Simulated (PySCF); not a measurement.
SMILES C(CCC)B(O)O (GFN2-xTB optimised geometry):

```
18

B      1.030     1.121     0.000
O      0.294     2.258     0.000
H      0.770     3.090    -0.001
O      2.388     1.121     0.000
H      2.827     1.973     0.005
C      0.286    -0.290     0.021
C     -1.171    -0.239    -0.444
C     -1.860    -1.605    -0.434
C     -2.086    -2.153     0.970
H      0.837    -1.005    -0.593
H      0.323    -0.677     1.041
H     -1.723     0.453     0.194
H     -1.200     0.163    -1.458
H     -2.827    -1.510    -0.933
H     -1.260    -2.314    -1.008
H     -2.657    -1.445     1.566
H     -1.140    -2.342     1.472
H     -2.638    -3.090     0.927
```

Computed with CAM-B3LYP/def2-SVP in PySCF 2.14.0.

What are the frontier orbital energies and the dipole moment?

HOMO-2 -10.20 eV, HOMO-1 -10.04 eV, HOMO -9.66 eV, LUMO 1.89 eV, LUMO+1 2.94 eV; dipole moment 2.87 D.

On the same geometry PBE/def2-SVP (PySCF 2.14.0) gives HOMO-2 -7.31 eV, HOMO-1 -7.17 eV, HOMO -6.83 eV, LUMO 0.13 eV, LUMO+1 0.84 eV; dipole moment 2.79 D.

Meta-Löwdin charges at CAM-B3LYP/def2-SVP: B1 0.44, O2 -0.48, H3 0.32, O4 -0.49, H5 0.31, C6 -0.30, C7 -0.15, C8 -0.15, C9 -0.28, H10 0.10, H11 0.10, H12 0.08, H13 0.08, H14 0.08, H15 0.08, H16 0.09, H17 0.09, H18 0.09.
